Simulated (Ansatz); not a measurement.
Basis sets compared for Pt3H2⁺. Total charge 1; doublet. Geometry PBE0-D4/def2-TZVP. Ansatz on 2 threads of Intel Xeon 6975P-C on a shared host; times are rough, and most runs start from earlier orbitals.

```xyz
5

Pt    0.2984    0.5793   -1.1922
Pt    0.3638    0.0442    1.3084
Pt   -1.2301   -1.1583   -0.2157
H     1.3562   -1.0604    1.0680
H    -0.7883    1.5952   -0.9685
```

In the def2 sets Pt takes a core potential; there is no spin–orbit coupling. The structure comes from a short search, and lower isomers may exist.

```tsv
level	functions	energy (Eh)	HOMO (eV)	LUMO (eV)	wall time
PBE-D4/def2-SVP	106	-359.0828	-10.41	-9.95	2.4 s
PBE0-D4/def2-SVP	106	-358.9005	-11.56	-8.92	3.9 s
```

(1) Estimate the rows for PBE-D4/def2-TZVP (with forces), PBE0-D4/def2-TZVP.

Answers

(1) 
```tsv
level	functions	energy (Eh)	HOMO (eV)	LUMO (eV)	wall time
PBE-D4/def2-TZVP (with forces)	132	-359.1125	-10.40	-9.91	3.2 s
PBE0-D4/def2-TZVP	132	-358.9306	-11.53	-8.91	6 s
```
